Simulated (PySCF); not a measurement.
## Two-component Hartree-Fock for Mg⁺ (magnesium, charge +1)

Start: [Ne] 3s1; 3s1/2 filled at m_j = +1/2. Calculated with PySCF 2.14 in x2c-SVPall-2c with one added diffuse shell each of s, p type (5s5p1d, 25 functions): generalised Hartree-Fock with the X2C-1e Hamiltonian and a Gaussian nucleus; one run each with spin-orbit coupling (SO) switched off, then screened by Boettger's factors.

| spinor shell | electrons | ε, spin-free (eV) | ε, screened SO (eV) | weight of nominal j (screened SO) | rms radius, screened SO (bohr) |
| --- | --- | --- | --- | --- | --- |
| 1s1/2 | 2 | -1344.2 | -1344.2 | 1.000 | 0.151 |
| 2s1/2 | 2 | -111.36 | -111.36 | 1.000 | 0.756 |
| 2p1/2 | 2 | -70.726 | -70.958 | 0.942 | 0.770 |
| 3s1/2 | 1 | -14.628 | -14.628 | 1.000 | 3.09 |

Problem. Where does 2p3/2 lie, and what is the 2p spin-orbit splitting (screened SO)?

Solution. At -70.611 eV, 0.346 eV above 2p1/2.

```json
{"quantity": "E (hartree)", "spin-free": "-199.59686", "screened SO": "-199.59690"}
{"quantity": "M_J", "spin-free": "1/2", "screened SO": "1/2"}
{"quantity": "⟨J²⟩", "spin-free": "0.750", "screened SO": "0.750"}
{"quantity": "⟨L²⟩", "spin-free": "0.000", "screened SO": "0.000"}
{"quantity": "⟨S²⟩", "spin-free": "0.750", "screened SO": "0.750"}
```

Each row is a mean over spinors that exchange with the open shell spreads, by up to 0.470 eV (2s1/2).

Without spin-orbit coupling the j labels of p, d and f shells carry no meaning; the spin-free column gives the mean over the occupied spinors of each nl shell.
